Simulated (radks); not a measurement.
Species: Sr36+. Configuration: [He].

All-electron calculation, Dirac Kohn-Sham, LDA (Slater exchange, Perdew-Wang correlation), spin-unpolarised, spherical densities, finite nucleus; Fermi nuclear charge, rms radius 4.224 fm. Program: a radial shooting solver on a logarithmic mesh with Libxc functionals.

Energy parts (hartree):
part                       energy
total                 -1445.38400
kinetic                1503.58494
electron-nucleus      -2976.27807
Hartree                  48.36454
exchange-correlation    -21.05541

Orbitals (lengths in bohr, moments of r in powers of bohr; <r^-3> diverges for s and p1/2; r(max) is where P^2 peaks; r(90%) holds 90 % of the orbital's charge):
orbital  occ.  eigenvalue (hartree)  r(90%)   r(max)  <r^-3>
1s1/2       2             -701.9819  0.0695  0.02548       -

The highest occupied level is 1s1/2 at -19101.9 eV. The density falls to 0.001 e/bohr^3 at r = 0.23 bohr.
